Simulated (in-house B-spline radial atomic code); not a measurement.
The numbers below are computed, except where a source is named.
## Cu in electron gases of falling density

A nucleus sits in a uniform electron gas with a rigid positive background. The Kohn-Sham equations are solved self-consistently in the spin-unpolarised LDA (PW92), non-relativistic, on B-splines with outgoing waves at the boundary and partial waves to l = 8. The model has no lattice, no bands and no magnetic solution. Atomic units; δ_l are the phase shifts at the Fermi level, counted so that each bound state adds π, and good to about 0.0005.

```
r_s (bohr)     k_F   δ0/π   δ1/π   δ2/π  shallowest bound level (hartree)  σ_tr (bohr²)  Q (a.u.)
       1.5  1.2794  2.881  2.086  0.989                           p -2.14          5.04     0.456
      1.65  1.1631  2.925  2.108  0.991                           p -2.19          5.77     0.357
       1.8  1.0662  2.965  2.124  0.991                           p -2.22          6.64     0.290
         2  0.9596  3.010  2.137  0.989                           p -2.26          7.84     0.225
      2.07  0.9271  3.025  2.140  0.989                           p -2.27          8.25     0.206
       2.2  0.8723  3.051  2.144  0.987                           p -2.28          8.97     0.175
       2.4  0.7996  3.088  2.146  0.986                           p -2.31         10.00     0.138
      2.67  0.7188  3.133  2.143  0.984                           p -2.33         11.42     0.103
         3  0.6397  3.184  2.134  0.983                       s -0.000156         13.87     0.078
       3.3  0.5816  3.226  2.122  0.982                        s -0.00101         17.62     0.068
       3.6  0.5331  3.266  2.109  0.983                        s -0.00263         23.49     0.064
         4  0.4798  3.314  2.091  0.984                        s -0.00565         35.05     0.063
```

Q = n k_F σ_tr, with n = 3/(4π r_s³).

Task: How does the screening charge move between partial waves as the gas thins?

Result: By (2/π)(2l + 1) δ_l, at r_s = 1.5 it is s 5.76, p 12.52, d 9.89, f and beyond 0.83, and at r_s = 4 s 6.63, p 12.55, d 9.84, f and beyond -0.02. The free atom is [Ar] 3d10 4s1.

Task: What end-to-end powers of r_s do the first and last rows give for σ_tr and Q?

Result: σ_tr goes as r_s^+1.98 and Q as r_s^-2.02. Since n k_F/k_F² goes as r_s⁻², Q = 4π n Σ/k_F would fall as r_s⁻² at fixed phase shifts; the sum Σ (l + 1) sin²(δ_l − δ_(l+1)) is 0.656 in the first row and 0.642 in the last, and ranges from 0.45 to 0.66 between them, so these powers are no law.
